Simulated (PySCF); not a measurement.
C2H7OSi (SMILES C[SiH](C)[O]), doublet, geometry from GFN2-xTB. Base run: B3LYP/3-21G (PySCF).

PySCF was given this input:
```python
from pyscf import gto, scf, dft

mol = gto.M(
    atom='''
C    -1.25117299   -1.14189568   -0.08340094
Si   -0.05201846    0.40660041   -0.28931395
C     1.52901773   -0.73370817   -0.00961272
O    -0.23588869    1.46340425    0.79243281
H    -1.03290529   -1.90381264   -0.81733669
H    -1.16645880   -1.53241009    0.91999748
H    -2.23728515   -0.72883310   -0.24052025
H    -0.06203034    0.73298104   -1.71758477
H     1.50806457   -1.13973666    0.99098121
H     2.36169124   -0.05361154   -0.11846018
H     1.57722329   -1.52059366   -0.74806204
''',
    basis='3-21g',
    spin=1,
    verbose=4,
)

mf = dft.UKS(mol)
mf.xc = 'b3lyp'
mf.kernel()
mo_i, mo_e, stable_i, stable_e = mf.stability(internal=True, external=False, return_status=True, nroots=6, tol=1e-6)
print('internally stable:', stable_i, ' externally stable:', stable_e)
if not stable_i:
    umf = mf.copy()
    umf.scf_summary = {}
    umf.kernel(umf.make_rdm1(mo_i, mf.mo_occ))
```

The bond that is stretched is that between atoms 9 and 3. A test that says stable can miss a lower solution.

Each row names what was changed in the base input (with any setting that the change needs).

| change | ΔE vs base (eV) | <S^2> | E after following the instability (Eh) | <S^2> there | stability test says |
|---|---|---|---|---|---|
| base | 0.00 | 0.761 | - | - | internally stable (external not tested) |
| bond × 1.25 | 0.71 | 0.761 | - | - | internally stable (external not tested) |
| bond × 1.5 | 1.99 | 0.761 | - | - | internally stable (external not tested) |
| bond × 1.8 | 3.46 | 0.775 | - | - | internally stable (external not tested) |
| bond × 2.2 | 4.96 | 0.761 | -442.55136 | 1.38 | internal instability |
| bond × 3.0 | 6.63 | 0.762 | -442.52973 | 1.71 | internal instability |

On stretching, the SCF can end on different states; <S^2> shows the spin contamination of each.
